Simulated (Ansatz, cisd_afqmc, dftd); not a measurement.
Reaction: C2H4Cl2 (SMILES ClCCCl) → C2H4Cl2 (1,1-dichloroethane, SMILES CC(Cl)Cl)
Each species at its own B3LYP-D3(BJ)/def2-TZVP minimum (Ansatz, a first-principles code), one conformer.

Property: isomerisation energy (electronic), in kcal/mol. UHF or UKS for unpaired electrons; spin-orbit terms are left out. Correlated methods leave the cores frozen. Rows without X2C or -DK are non-relativistic. The Monte Carlo rows (phaseless AFQMC, CISD trial, step 0.005/hartree) carry one-sigma bars that omit the constraint's bias. Outlying blocks are dropped, and bars are widened where a walk drifts. Over all cases where full CI ran beside it in this data, AFQMC minus full CI had a median of +0.1 mEh and passed +0.4 mEh in a tenth of the cases. CBS(X,Y): correlation extrapolated as X^-3, Hartree-Fock from the larger set. A bracket is a step between two methods taken in the basis named. The functionals are non-relativistic, so their misses hold any scalar relativity. Double hybrids freeze cores in their MP2 part. '+ core + X2C': CCSD(T) terms for core correlation (cc-pwCVTZ, 1s frozen past Ne) and scalar relativity (cc-pVTZ-DK).

```csv
level,program,isomerisation energy (kcal/mol),difference against the last row
PBE/def2-TZVPD,Ansatz,0.2,-0.3
B3LYP-D3(BJ)/def2-TZVPD,Ansatz + dftd3,0.7,0.2
r2SCANh/def2-TZVPD,Ansatz,0.3,-0.2
CAM-B3LYP-D3(BJ)/def2-TZVPD,Ansatz + dftd3,0.8,0.3
B2GP-PLYP-D3(BJ)/def2-TZVPD,Ansatz + dftd3,0.4,-0.1
MP2/cc-pV(D+d)Z,Ansatz,-0.3,-0.8
"CCSD(T)/CBS(cc-pV(T+d)Z,cc-pV(Q+d)Z)",Ansatz,0.6,0.1
CCSDT(Q)/cc-pV(D+d)Z,Ansatz,0.3,-0.2
AFQMC/CISD/cc-pV(T+d)Z,cisd_afqmc,1.5 ± 0.4,1.0
"CCSD(T)/CBS(cc-pV(T+d)Z,cc-pV(Q+d)Z) + [AFQMC/CISD - CCSD(T)]/cc-pV(T+d)Z + core + X2C",Ansatz + cisd_afqmc,1.3 ± 0.4,0.8
"CCSD(T)/CBS(cc-pV(T+d)Z,cc-pV(Q+d)Z) + [CCSDT(Q) - CCSD(T)]/cc-pV(D+d)Z + core + X2C",Ansatz,0.5,0.0
```
